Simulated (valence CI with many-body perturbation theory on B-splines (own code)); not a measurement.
Results of a calculation; reference values are marked as such.
# Sensitivity of CI+MBPT for Ho⁶¹⁺

Level of theory: configuration interaction combined with many-body perturbation theory (CI+MBPT): four valence electrons over a frozen Dirac-Fock core [He], radial functions for each j: 6 s, 6 p, 5 d, 3 f, 1 g, with the one-electron correlation potential Σ1 (screened to all orders), the two-electron term Σ2, the three-electron term Σ3, Breit, model QED; selected single and double excitations, second order for the rest, scaled by the run's own slope (own B-spline code, finite nucleus).

No measured spectrum was set against this ion. As an estimate, large intervals hold to a few tenths of a per cent, small ones and those within an open d or f shell to about a per cent.

The reference run has the lowest level (2s^2 2p1/2^2) J=0 and an ionisation energy of 14640.9 eV. Its largest variational space holds 9389 state functions.

Levels are named by their leading jj configuration (3d3/2^4 stands for four electrons in 3d with j = 3/2), which in mixed levels can hold well under half, so a name can repeat and another be missing. Letters in brackets count levels of one name in rising energy.

Changed runs:
A. averaging of valence orbitals over low configurations on → off
B. hole-hole ladder in Σ2 on → off
C. scale of Σ2 1 → 0
D. size limit of the variational space 10000 → 300; second order for the rest on → off (bad on purpose)

Excitation energies of the reference run in cm⁻¹, and shifts in cm⁻¹:

| Level | Reference | A | B | C | D |
| --- | --- | --- | --- | --- | --- |
| (2s^2 2p1/2 2p3/2) J=1 | 7195590 | -18 | -59 | +346 | +3120 |
| (2s^2 2p1/2 2p3/2) J=2 | 7339250 | -23 | -59 | +76 | +4722 |
| (2s 2p1/2^2 2p3/2) J=2 | 9272850 | +110 | -177 | +1618 | +5990 |
| (2s 2p1/2^2 2p3/2) J=1 | 9900480 | +115 | -177 | +2872 | +9873 |
| (2s^2 2p3/2^2) J=2 | 14687800 | -15 | -76 | +109 | +3649 |
| (2s^2 2p3/2^2) J=0 | 15128400 | +34 | +29 | -488 | +1904 |
| (2s 2p1/2 2p3/2^2) J=2 [a] | 16266300 | +86 | -242 | +1287 | +4072 |
| (2s 2p1/2 2p3/2^2) J=3 | 16605400 | +83 | -242 | +1488 | +2840 |
| (2s 2p1/2 2p3/2^2) J=0 | 17030400 | +128 | -132 | +999 | +1478 |
| (2s 2p1/2 2p3/2^2) J=1 [a] | 17192100 | +93 | -236 | +3364 | +6687 |
| (2s 2p1/2 2p3/2^2) J=2 [b] | 17271900 | +83 | -242 | +2928 | +7140 |
| (2s 2p1/2 2p3/2^2) J=1 [b] | 17301500 | +131 | -138 | +1967 | +8281 |
| Ionisation energy (eV) | 14640.9 | -0.0058 | -0.0076 | +0.033 | -0.33 |
